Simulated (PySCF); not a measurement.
Geometry:
```tsv
atom	x (Å)	y (Å)	z (Å)
C1	-1.593	0.695	-0.171
C2	-1.218	-0.589	-0.171
C3	0.187	-1.030	-0.008
O4	0.466	-2.212	0.009
Si5	1.632	0.261	0.195
H6	-0.865	1.506	-0.055
H7	-2.639	0.990	-0.284
H8	-1.944	-1.401	-0.288
H9	1.458	1.035	1.463
H10	2.901	-0.515	0.237
H11	1.657	1.231	-0.943
```

Geometry: PBE0-D3(BJ)/def2-SVP; GIAO shifts from PySCF, gas phase, non-relativistic, averaged over equivalent atoms.

At PBE0/pcSseg-0 (61 basis functions, 4.9 s wall time on 1 thread of an Arm Neoverse V1, shared host):
```json
{"atoms": "C3", "δ (ppm)": "239.6"}
{"atoms": "C2", "δ (ppm)": "155.3"}
{"atoms": "C1", "δ (ppm)": "150.5"}
{"atoms": "O4", "δ (ppm)": "994.0"}
{"atoms": "Si5", "δ (ppm)": "-118.1"}
{"atoms": "H7", "δ (ppm)": "7.00"}
{"atoms": "H6", "δ (ppm)": "6.49"}
{"atoms": "H8", "δ (ppm)": "6.47"}
{"atoms": "H9/H10/H11", "δ (ppm)": "4.62"}
```

Scale: TMS for ¹³C (σ = 193.52 ppm), ²⁹Si (σ = 348.52 ppm), ¹H (σ = 32.83 ppm); H2O for ¹⁷O (σ = 337.86 ppm) (reference shieldings calculated alike).

What do these become at PBE0/6-31G?

Answers


```json
{"atoms": "C3", "δ at PBE0/6-31G": "218.8", "change": "-20.8"}
{"atoms": "C2", "δ at PBE0/6-31G": "140.3", "change": "-15.0"}
{"atoms": "C1", "δ at PBE0/6-31G": "133.8", "change": "-16.7"}
{"atoms": "O4", "δ at PBE0/6-31G": "840.5", "change": "-153.5"}
{"atoms": "Si5", "δ at PBE0/6-31G": "-56.5", "change": "+61.6"}
{"atoms": "H7", "δ at PBE0/6-31G": "6.86", "change": "-0.14"}
{"atoms": "H6", "δ at PBE0/6-31G": "6.52", "change": "+0.03"}
{"atoms": "H8", "δ at PBE0/6-31G": "6.69", "change": "+0.22"}
{"atoms": "H9/H10/H11", "δ at PBE0/6-31G": "4.27", "change": "-0.35"}
```

Scale: ¹³C (199.54 ppm) and ²⁹Si (444.75 ppm) and ¹H (32.61 ppm) against TMS; ¹⁷O (318.49 ppm) vs H2O (reference shieldings calculated alike).

The largest change is at O4 (carbonyl oxygen). Cost: 61 basis functions, 4 s wall time on 1 thread of an Arm Neoverse V2, shared host. The order of the carbon signals is the same at both levels.

Unscaled 17O shifts of doubly bonded oxygen tend to come out too high, by tens of ppm or more. Experimental scales use liquid or dissolved standards, which lie at an offset from isolated H2O (liquid H2O: subtract about 36 ppm).
